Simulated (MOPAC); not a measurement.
A run for MOPAC: AM1 on H6SiSn (SMILES [SiH3][SnH3]), a point of a bond scan (R = 2.594 Å).

```
AM1 1SCF PRECISE CHARGE=0 THREADS=1
H6SiSn

Sn    -0.61782741 1     0.06128438 1    -0.01104223 1
Si     1.94433205 1    -0.19286485 1     0.03475042 1
H     -1.31526903 1    -0.97677330 1    -1.18186460 1
H     -1.06686420 1     1.66906744 1    -0.39602690 1
H     -1.29897929 1    -0.32715219 1     1.51210016 1
H      2.58645470 1    -2.63661817 1     0.62015293 1
H      2.52737364 1     0.71260904 1     1.05295175 1
H      2.51320142 1     0.14743305 1    -1.29082092 1
```

It printed:

```
*******************************************************************************
 **                                                                           **
 **                              MOPAC v23.2.5                                **
 **                                                                           **
 *******************************************************************************
 ** MOPAC's Digital Object Identifier: https://doi.org/10.5281/zenodo.6511958 **
 **                                                                           **
 ** Please cite the open-source release paper for use of this MOPAC version:  **
 ** J. E. Moussa and J. J. P. Stewart (2026)                                  **
 ** MOPAC: An open-source semiempirical molecular orbital program             **
 ** J. Open Source Softw., 11(119), 8025, https://doi.org/10.21105/joss.08025 **
 *******************************************************************************

                              AM1 CALCULATION RESULTS

 *******************************************************************************
 *  AM1        - The AM1 Hamiltonian to be used
 *
 *
 *
 *                 CHARGE ON SYSTEM = 0
 *
 *
 *
 *  PRECISE    - TIGHTER CRITERIA TO BE USED
 *  1SCF       - DO 1 SCF AND THEN STOP
 *  THREADS=1  - MULTI-THREADING NOT USED
 *  T=         - A TIME OF 172800.0 SECONDS REQUESTED
 *  DUMP=N     - RESTART FILE WRITTEN EVERY 7200.0 SECONDS REQUESTED
 *******************************************************************************
AM1 1SCF PRECISE CHARGE=0 THREADS=1
 H6SiSn

   ATOM   CHEMICAL          X               Y               Z
  NUMBER   SYMBOL      (ANGSTROMS)     (ANGSTROMS)     (ANGSTROMS)

     1      Sn         -0.61782741  *   0.06128438  *  -0.01104223  *
     2      Si          1.94433205  *  -0.19286485  *   0.03475042  *
     3       H         -1.31526903  *  -0.97677330  *  -1.18186460  *
     4       H         -1.06686420  *   1.66906744  *  -0.39602690  *
     5       H         -1.29897929  *  -0.32715219  *   1.51210016  *
     6       H          2.58645470  *  -2.63661817  *   0.62015293  *
     7       H          2.52737364  *   0.71260904  *   1.05295175  *
     8       H          2.51320142  *   0.14743305  *  -1.29082092  *



          CARTESIAN COORDINATES

    NO.       ATOM           X           Y           Z

     1        Sn         -0.6178      0.0613     -0.0110
     2        Si          1.9443     -0.1929      0.0348
     3         H         -1.3153     -0.9768     -1.1819
     4         H         -1.0669      1.6691     -0.3960
     5         H         -1.2990     -0.3272      1.5121
     6         H          2.5865     -2.6366      0.6202
     7         H          2.5274      0.7126      1.0530
     8         H          2.5132      0.1474     -1.2908

  H: (AM1): M.J.S. DEWAR ET AL, J. AM. CHEM. SOC. 107 3902-3909 (1985)
 Si: (AM1): M.J.S.DEWAR, C. JIE, ORGANOMETALLICS, 6, 1486-1490 (1987).
 Sn: (AM1): J. J. P. STEWART, J. MOL. MOD., 10, 155-164 (2004)

           Empirical Formula: H6 Sn Si  =     8 atoms



      MOLECULAR POINT GROUP   :   Cs


      RHF CALCULATION, NO. OF DOUBLY OCCUPIED LEVELS = 7


 -------------------------------------------------------------------------------
 AM1 1SCF PRECISE CHARGE=0 THREADS=1
 H6SiSn



     1SCF WAS SPECIFIED, SO BFGS WAS NOT USED
     SCF FIELD WAS ACHIEVED


                              AM1 CALCULATION
                                                       MOPAC v23.2.5 Linux




          FINAL HEAT OF FORMATION =         98.66186 KCAL/MOL =     412.80123 KJ/MOL


          COSMO AREA              =        131.07 SQUARE ANGSTROMS
          COSMO VOLUME            =        123.26 CUBIC ANGSTROMS

          IONIZATION POTENTIAL    =          9.602246 EV
          HOMO LUMO ENERGIES (EV) =         -9.602 -2.595
          NO. OF FILLED LEVELS    =          7
          MOLECULAR WEIGHT        =        152.8229         POINT GROUP:  Cs

          MOLECULAR DIMENSIONS (Angstroms)

            Atom       Atom       Distance
            H     6    H     4     5.73745
            H     8    H     5     4.48712
            H     3    H     7     4.23088


          SCF CALCULATIONS        =          1





   ATOM   CHEMICAL          X               Y               Z
  NUMBER   SYMBOL      (ANGSTROMS)     (ANGSTROMS)     (ANGSTROMS)

     1      Sn         -0.61782741  *   0.06128438  *  -0.01104223  *
     2      Si          1.94433205  *  -0.19286485  *   0.03475042  *
     3       H         -1.31526903  *  -0.97677330  *  -1.18186460  *
     4       H         -1.06686420  *   1.66906744  *  -0.39602690  *
     5       H         -1.29897929  *  -0.32715219  *   1.51210016  *
     6       H          2.58645470  *  -2.63661817  *   0.62015293  *
     7       H          2.52737364  *   0.71260904  *   1.05295175  *
     8       H          2.51320142  *   0.14743305  *  -1.29082092  *

                             CARTESIAN COORDINATES

   1   Sn       -0.617827410     0.061284380    -0.011042230
   2   Si        1.944332050    -0.192864850     0.034750420
   3    H       -1.315269030    -0.976773300    -1.181864600
   4    H       -1.066864200     1.669067440    -0.396026900
   5    H       -1.298979290    -0.327152190     1.512100160
   6    H        2.586454700    -2.636618170     0.620152930
   7    H        2.527373640     0.712609040     1.052951750
   8    H        2.513201420     0.147433050    -1.290820920


           Empirical Formula: H6 Sn Si  =     8 atoms



      MOLECULAR POINT GROUP   :   Cs


                  EIGENVALUES
 -29.86359 -15.78855 -14.33722 -14.15735 -12.71032 -12.49049  -9.60225  -2.59464
  -1.69639  -1.19454  -0.54130  -0.51693   1.19399   1.29712


              NET ATOMIC CHARGES AND DIPOLE CONTRIBUTIONS

  ATOM NO.   TYPE          CHARGE      No. of ELECS.   s-Pop       p-Pop
    1         Sn          -2.534525        6.5345     1.88651     4.64801
    2         Si           1.073914        2.9261     0.85854     2.06755
    3          H           0.559009        0.4410     0.44099
    4          H           0.566552        0.4334     0.43345
    5          H           0.559009        0.4410     0.44099
    6          H           0.037208        0.9628     0.96279
    7          H          -0.130583        1.1306     1.13058
    8          H          -0.130583        1.1306     1.13058
 DIPOLE           X         Y         Z       TOTAL
 POINT-CHG.     4.929    -1.711     0.383     5.231
 HYBRID        -2.807     0.759    -0.166     2.913
 SUM            2.122    -0.952     0.217     2.335


          ATOMIC ORBITAL ELECTRON POPULATIONS

     Atom    s        px        py        pz
    1 Sn   1.88651   1.68282   1.48514   1.48005
    2 Si   0.85854   0.29742   0.92356   0.84658
    3  H   0.44099
    4  H   0.43345
    5  H   0.44099
    6  H   0.96279
    7  H   1.13058
    8  H   1.13058

 **********************
 *                    *
 * JOB ENDED NORMALLY *
 *                    *
 **********************




 == MOPAC DONE ==
```

The run finished.

Cost: around 0.020 core-seconds (rough).
